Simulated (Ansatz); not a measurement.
Reactions of `O[SiH](F)[SiH2][SiH3]`.

Computed with Ansatz on PBE0-D4/def2-TZVP structures; ΔE is electronic, products minus reactants. CCSD(T)/CBS adds triple-zeta CCSD(T) − MP2 to the extrapolated MP2 energy (def2 sets, frozen cores). This one scheme is used for every species. Elements past krypton have def2 core potentials. For I, Se outer-core shells are correlated without core-valence functions, which leaves a few kJ/mol of doubt a bond. Scalar relativity is left out up to krypton. One conformer a species, not always the lowest.

Problem. Order these by ΔE at CCSD(T)/CBS, lowest first. (Estimate.)
A. `O[SiH](F)[SiH2][SiH3]` + H₂O → `O[SiH](O)F` + `[SiH3][SiH3]`
B. `O[SiH](F)[SiH2][SiH3]` + `C[SeH]` → `C[Se][SiH](O)F` + `[SiH3][SiH3]`
C. `O[SiH](F)[SiH2][SiH3]` + HI → `O[SiH](F)I` + `[SiH3][SiH3]`
D. `O[SiH](F)[SiH2][SiH3]` + `F[SiH2]Cl` → `F[SiH](Cl)[SiH2][SiH3]` + `O[SiH2]F`
E. `O[SiH](F)[SiH2][SiH3]` + `B[SiH2]CS` → `B[SiH2]CS[SiH3]` + `O[SiH](F)[SiH3]`

Solution. A (-30.1 kcal/mol), C (-23.1 kcal/mol), B (-18.0 kcal/mol), E (-11.2 kcal/mol), D (-1.4 kcal/mol).

Largest T1 diagnostic: 0.013, for `O[SiH](F)[SiH2][SiH3]`.
